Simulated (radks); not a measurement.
Values are calculated unless marked as measured or tabulated.
Spin polarisation of the 4f3 shell in the neodymium ion Nd3+. Start: [Xe] 4f(up 1.5, down 1.5); electrons of 4f are moved from spin down to spin up, other shells keep equal spins. Code: a radial shooting solver on a logarithmic mesh with Libxc functionals. Model: scalar-relativistic Kohn-Sham, LDA (Slater exchange, Perdew-Wang correlation), spin-polarised, spherical densities, point nucleus.

moment (Bohr magnetons),E - E(0) (eV),e(4f up) (eV),e(4f down) (eV),5p down minus up (eV),5s down minus up (eV),4d down minus up (eV)
0,0.000,-31.118,-31.118,0.000,0.000,0.000
0.75,-0.097,-31.367,-30.848,0.257,0.332,0.588
1.5,-0.390,-31.594,-30.556,0.515,0.665,1.176
2.25,-0.876,-31.799,-30.243,0.773,0.999,1.763
3,-1.558,-31.982,-29.908,1.033,1.335,2.350

At moment 3 the spin-polarisation energy is -1.558 eV and the 4f exchange splitting 2.075 eV, that is 0.692 eV per Bohr magneton; E = -I m^2/4 would give I = 0.692 eV.
